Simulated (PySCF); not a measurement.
Input file for PySCF: R-B3LYP/LANL2DZ on AsClH4 (a complex), monomers drawn apart or pushed together.

```python
from pyscf import gto, scf, dft, mp
from pyscf.data.elements import chemcore

mol = gto.M(
    atom='''
    Cl    1.20790380    0.53037820    0.65711566
    H     0.72764192    0.27999148    1.82364411
    As   -1.23193546   -0.74509890    6.63330802
    H    -1.80561435    0.30522029    5.68635694
    H    -1.13178023   -1.78036301    5.51653182
    H     0.19639184   -0.26414709    6.39365078
    ''',
    basis='lanl2dz',
    ecp={'As': 'lanl2dz', 'Cl': 'lanl2dz'},
    charge=0, spin=0, verbose=3, max_memory=1800)
mf = dft.RKS(mol, xc='b3lyp')
mf.conv_tol = 1e-8
mf.max_cycle = 100
mf.kernel()
if not mf.converged:
    mf = mf.newton().run(mf.mo_coeff, mf.mo_occ)
```

Problem. Predict the final total energy.

Solution. -23.4352 hartree.
